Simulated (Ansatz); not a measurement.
Start from `FBO[SiH2][SiH3]` and change one atom or group to get `OBO[SiH2][SiH3]`.

Ansatz, PBE0-D4/def2-TZVP geometries, multiplicity 1. Each molecule was computed in one conformer, which needn't be the lowest.

```
                                          property  `FBO[SiH2][SiH3]`
size of the dipole moment (ωB97M-V/def2-TZVPP) / D               0.74
    size of the dipole moment (PBE/def2-TZVPP) / D               0.77
               LUMO energy (B3LYP/def2-TZVPP) / eV              -0.55
  size of the dipole moment (B3LYP/def2-TZVPP) / D               0.76
             HOMO energy (ωB97M-V/def2-TZVPP) / eV             -10.30
                 LUMO energy (PBE/def2-TZVPP) / eV              -1.26
```

Give the same properties after the change, and the shifts. (Estimate.)

Computed: 
| property | `OBO[SiH2][SiH3]` | shift |
| --- | --- | --- |
| size of the dipole moment (ωB97M-V/def2-TZVPP) / D | 1.23 | 0.49 |
| size of the dipole moment (PBE/def2-TZVPP) / D | 1.22 | 0.45 |
| LUMO energy (B3LYP/def2-TZVPP) / eV | -0.47 | 0.08 |
| size of the dipole moment (B3LYP/def2-TZVPP) / D | 1.23 | 0.47 |
| HOMO energy (ωB97M-V/def2-TZVPP) / eV | -10.23 | 0.07 |
| LUMO energy (PBE/def2-TZVPP) / eV | -1.17 | 0.09 |

Dipoles are sizes alone; their direction can turn.

B3LYP here is the variant with VWN-RPA as its local correlation; programs differ in this.
